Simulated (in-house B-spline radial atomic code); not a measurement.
A calculation on the xenon ion Xe⁶⁺: its settings, and results tabulated from the run. Level of theory: non-relativistic PBE0, spin-polarised, spherical fractional occupations, exact exchange averaged over the configuration, point nucleus; calculated with a B-spline radial code for spherical atoms.

Command:
```bash
python run_scf.py task.json out
```
Settings:
```
Z                54
configuration    [Kr] 4d10 5s2
hamiltonian      nr
method           pbe0
spin_polarised   True
exact_exchange   averaged over the configuration
```

Output (hartree, bohr):
```
 radial grid: 51 intervals, B-splines of order 8, outer radius 21.6418 bohr

 iter        energy (Eh)    residual
    1       -7197.201040    1.06e+00
    2       -7216.416955    6.87e-01
    3       -7225.496741    1.85e-01
    4       -7226.100173    4.32e-02
    5       -7226.124482    2.27e-02
    6       -7226.134797    2.54e-03
    7       -7226.134828    1.45e-04
    8       -7226.134828    1.54e-05
    9       -7226.134828    5.96e-07
   10       -7226.134828    2.81e-09

 total energy                     -7226.13483
 kinetic                            7223.7125
 electron-nucleus                 -17011.9647
 Hartree                            2741.1208
 exact exchange                      -44.2221
 exchange-correlation               -134.7813

 orbital      occ     eigenvalue          <r>       <r^2>       <1/r>     <1/r^2>       <r^4>       r_max
 1s up      1.000     -1216.4134    0.0281432  0.00105923     53.4694     5737.36 2.83693e-06     0.01864
 1s down    1.000     -1216.4134    0.0281432  0.00105923     53.4694     5737.36 2.83693e-06     0.01864
 2s up      1.000      -187.7747      0.12098   0.0171839      12.292     613.249  0.00050054      0.1028
 2s down    1.000      -187.7747      0.12098   0.0171839      12.292     613.249  0.00050054      0.1028
 2p up      3.000      -176.7726     0.103031    0.012899     12.2974     204.634 0.000325517      0.0804
 2p down    3.000      -176.7726     0.103031    0.012899     12.2974     204.634 0.000325517      0.0804
 3s up      1.000       -40.9509     0.319867    0.116709     4.50681     124.475   0.0205725       0.292
 3s down    1.000       -40.9509     0.319867    0.116709     4.50681     124.475   0.0205725       0.292
 3p up      3.000       -36.2798     0.310255    0.111417     4.43116     41.3898   0.0196181      0.2787
 3p down    3.000       -36.2798     0.310255    0.111417     4.43116     41.3898   0.0196181      0.2787
 3d up      5.000       -27.6251     0.280891   0.0930941     4.30002     23.0401   0.0156694      0.2267
 3d down    5.000       -27.6251     0.280891   0.0930941     4.30002     23.0401   0.0156694      0.2267
 4s up      1.000        -9.7551     0.744125    0.624041     1.85408     27.5285    0.567281      0.6874
 4s down    1.000        -9.7551     0.744125    0.624041     1.85408     27.5285    0.567281      0.6874
 4p up      3.000        -8.0678     0.774418    0.681134     1.75487     8.89604    0.695757      0.7044
 4p down    3.000        -8.0678     0.774418    0.681134     1.75487     8.89604    0.695757      0.7044
 4d up      5.000        -5.1544     0.857319    0.851391     1.53493     4.26071     1.17952      0.7433
 4d down    5.000        -5.1544     0.857319    0.851391     1.53493     4.26071     1.17952      0.7433
 5s up      1.000        -3.0995      1.69786     3.20737    0.770956     5.48919      14.392       1.582
 5s down    1.000        -3.0995      1.69786     3.20737    0.770956     5.48919      14.392       1.582
```

Run time, properties included: 0.36 s on 1 thread of Intel(R) Xeon(R) 6975P-C, with other jobs on the host.
